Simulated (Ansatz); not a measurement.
Sn30H36⁺, a nanocrystal cut from cubic tin. The state is a doublet with charge 1. Geometry PBE-D4/def2-SVP, that of the neutral singlet; atoms count from 1.

```xyz
66

Sn   -1.136   -5.304   -1.788
Sn    3.373   -3.521   -2.678
Sn   -3.296   -3.906    2.016
Sn   -1.393   -0.867    4.865
Sn    5.122   -0.480    0.273
Sn    2.834    0.848    3.986
Sn    0.912   -2.207    1.079
Sn   -0.434   -0.859   -3.124
Sn   -2.802    0.497    0.655
Sn    1.395    2.210   -0.205
Sn    3.849    0.798   -3.938
Sn   -0.143    3.655   -4.390
Sn   -0.908    3.571    3.573
Sn   -2.332    4.943   -0.558
Sn   -0.772   -4.475    0.885
Sn    3.484   -2.772    0.040
Sn   -2.017   -3.181   -3.415
Sn    2.144   -1.439   -4.129
Sn    1.159   -1.421    3.788
Sn   -3.034   -3.158    4.721
Sn   -4.494   -1.768    0.621
Sn   -2.507    1.252    3.367
Sn    5.404    0.273    2.975
Sn    3.961    1.608   -1.237
Sn    1.638    2.947    2.518
Sn   -0.243   -0.091   -0.405
Sn   -1.525    1.220   -4.697
Sn   -4.009    2.679   -0.676
Sn    0.188    4.315   -1.666
Sn   -2.063    5.710    2.140
H    -2.297   -6.600   -1.830
H     0.354   -5.925   -2.429
H     4.992   -3.759   -3.270
H     2.520   -5.020   -2.880
H    -4.309   -5.322    1.887
H    -1.212   -0.357    6.525
H     6.688   -0.850   -0.408
H     2.935    1.325    5.663
H     5.447    0.353   -4.463
H     3.307    2.093   -4.959
H     1.406    3.527   -5.166
H    -1.016    4.933   -5.186
H    -0.737    3.997    5.257
H    -3.048    6.244   -1.477
H    -0.044   -5.781    1.787
H     4.182   -4.065    0.983
H    -1.987   -3.670   -5.085
H    -3.668   -2.808   -3.021
H     1.985   -1.909   -5.802
H     1.885   -2.746    4.664
H    -2.336   -4.456    5.642
H    -4.597   -2.824    5.407
H    -5.993   -1.336    1.394
H    -4.871   -2.225   -1.012
H    -4.100    1.607    3.991
H     6.145   -1.008    3.887
H     6.435    1.667    3.111
H     4.957    3.034   -1.087
H     2.663    4.359    2.599
H    -3.192    1.453   -4.268
H    -1.490    0.731   -6.367
H    -4.376    2.263   -2.323
H    -5.520    3.030    0.114
H     1.212    5.724   -1.546
H    -3.616    6.117    2.809
H    -1.062    7.125    2.266
```

In the def2 sets Sn takes a core potential; there is no spin–orbit coupling. Single mean-field runs in def2-SVP are fitted with def2-universal-jkfit.

Question: Estimate the Mulliken populations of the heavy atoms from the PBE0/def2-SVP orbitals of Ansatz.

Answer: 
| atom | charge (e) | spin (α − β) |
| --- | --- | --- |
| Sn1 | 0.16 | 0.01 |
| Sn2 | 0.17 | 0.03 |
| Sn3 | 0.03 | 0.00 |
| Sn4 | 0.05 | 0.04 |
| Sn5 | 0.02 | 0.00 |
| Sn6 | 0.04 | 0.02 |
| Sn7 | -0.15 | 0.07 |
| Sn8 | -0.14 | 0.04 |
| Sn9 | -0.13 | 0.05 |
| Sn10 | -0.15 | 0.06 |
| Sn11 | 0.17 | 0.02 |
| Sn12 | 0.16 | 0.00 |
| Sn13 | 0.05 | 0.05 |
| Sn14 | 0.02 | 0.00 |
| Sn15 | 0.06 | 0.03 |
| Sn16 | 0.07 | 0.06 |
| Sn17 | 0.18 | 0.01 |
| Sn18 | 0.04 | 0.00 |
| Sn19 | 0.06 | 0.05 |
| Sn20 | 0.19 | 0.00 |
| Sn21 | 0.18 | 0.00 |
| Sn22 | 0.03 | 0.00 |
| Sn23 | 0.20 | 0.03 |
| Sn24 | 0.07 | 0.04 |
| Sn25 | 0.06 | 0.05 |
| Sn26 | -0.12 | 0.05 |
| Sn27 | 0.18 | 0.00 |
| Sn28 | 0.19 | 0.03 |
| Sn29 | 0.07 | 0.03 |
| Sn30 | 0.19 | 0.02 |
Mulliken values depend strongly on the basis.

Question: Where does the spin sit?

Answer: Summed by element: Sn 0.78, H 0.22, of 1 unpaired in all. Largest on single atoms: Sn7 0.07, Sn10 0.06, Sn16 0.06.

Question: And the Mayer bond orders between heavy atoms (over 0.3, the first 40 of 42)?

Answer: Sn1–Sn15 0.85 (2.82 Å); Sn1–Sn17 0.87 (2.82 Å); Sn2–Sn16 0.83 (2.82 Å); Sn2–Sn18 0.87 (2.82 Å); Sn3–Sn15 0.85 (2.82 Å); Sn3–Sn20 0.86 (2.82 Å); Sn3–Sn21 0.85 (2.82 Å); Sn4–Sn19 0.81 (2.82 Å); Sn4–Sn20 0.86 (2.82 Å); Sn4–Sn22 0.84 (2.82 Å); Sn5–Sn16 0.85 (2.83 Å); Sn5–Sn23 0.85 (2.82 Å); Sn5–Sn24 0.85 (2.83 Å); Sn6–Sn19 0.85 (2.83 Å); Sn6–Sn23 0.83 (2.82 Å); Sn6–Sn25 0.83 (2.83 Å); Sn7–Sn15 0.82 (2.83 Å); Sn7–Sn16 0.81 (2.83 Å); Sn7–Sn19 0.81 (2.83 Å); Sn7–Sn26 0.84 (2.83 Å); Sn8–Sn17 0.84 (2.83 Å); Sn8–Sn18 0.85 (2.83 Å); Sn8–Sn26 0.81 (2.83 Å); Sn8–Sn27 0.85 (2.83 Å); Sn9–Sn21 0.85 (2.83 Å); Sn9–Sn22 0.86 (2.83 Å); Sn9–Sn26 0.81 (2.83 Å); Sn9–Sn28 0.82 (2.83 Å); Sn10–Sn24 0.81 (2.83 Å); Sn10–Sn25 0.83 (2.83 Å); Sn10–Sn26 0.84 (2.83 Å); Sn10–Sn29 0.81 (2.83 Å); Sn11–Sn18 0.86 (2.82 Å); Sn11–Sn24 0.84 (2.82 Å); Sn12–Sn27 0.87 (2.82 Å); Sn12–Sn29 0.86 (2.82 Å); Sn13–Sn22 0.86 (2.82 Å); Sn13–Sn25 0.81 (2.83 Å); Sn13–Sn30 0.83 (2.82 Å); Sn14–Sn28 0.86 (2.82 Å).
